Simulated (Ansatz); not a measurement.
Reaction (SMILES): [I][Cs] -> [I][Cs] as doublet, charge +1 + e-
Structures are relaxed separately at B3LYP-D3(BJ)/def2-TZVP in Ansatz (a program for electronic structure). A spin state is the lowest found, not a proven ground state.
Geometry of the first species:
```
Cs
I 1 3.3768
```

Quantity: adiabatic ionisation energy (electronic energy difference), in eV. Correlated levels leave the core frozen unless marked. UHF or UKS for open shells. Spin-orbit coupling is left out. Frozen are the shells of the preceding noble gas and the d and f shells that filled before the atom's block. The outer core of K, Ca and their heavier congeners is not correlated, a term that matters for these elements. In def2 rows, elements after Kr have scalar-relativistic effective core potentials. 

```
level                            program  adiabatic ionisation energy (eV)
------------------------  --------------  --------------------------------
PBE/def2-TZVPD                    Ansatz                              7.31
r2SCAN-D3(BJ)/def2-TZVPD  Ansatz + dftd3                              7.28
r2SCAN-D4/def2-TZVPD      Ansatz + dftd4                              7.28
B3LYP-D3(BJ)/def2-TZVPD   Ansatz + dftd3                              7.29
B3LYP-D4/def2-TZVPD       Ansatz + dftd4                              7.29
PBE0-D3(BJ)/def2-TZVP     Ansatz + dftd3                              7.29
PBE0-D3(BJ)/def2-TZVPD    Ansatz + dftd3                              7.29
PBE0-D4/def2-TZVP         Ansatz + dftd4                              7.29
PBE0/def2-TZVPD                   Ansatz                              7.28
r2SCAN0/def2-TZVPD                Ansatz                              7.27
HSE06/def2-TZVPD                  Ansatz                              7.29
CAM-B3LYP-D4/def2-TZVPD   Ansatz + dftd4                              7.25
LC-wPBE-D4/def2-TZVPD     Ansatz + dftd4                              7.20
CCSD/def2-QZVPPD                  Ansatz                              7.00
```
